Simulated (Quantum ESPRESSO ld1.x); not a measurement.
Values are calculated unless marked as measured or tabulated.
Question: As4+, 29 electrons, occupied as [Ne] 3s2 3p4 3d10 4s1 4f2 (not the ground configuration). Code: ld1.x of Quantum ESPRESSO 7.5. Model: scalar-relativistic Kohn-Sham, PW91, spin-unpolarised, spherical densities, point nucleus. Some entries of the table are withheld. Estimate them.

orbital  occ.  eigenvalue (hartree)  <r> (bohr)  <r^2> (bohr^2)
1s          2              -434.715         (1)        0.002785
2s          2              -58.2591      0.2026         0.04839
2p          6              -51.5776      0.1769         0.03833
3s          2              -10.2944         (2)          0.3953
3p          4              -8.19708      0.5989          0.4189
3d         10              -4.72279      0.6168          0.4649
4s          1              -2.67751       1.517           2.594
4p          0              -2.14216       1.677           3.185
5s          0              -1.13761       3.114           10.83
4f          2              -0.78623         (3)           9.853

Answer: 
(1) 1s <r> (bohr): 0.04549
(2) 3s <r> (bohr): 0.5868
(3) 4f <r> (bohr): 2.946
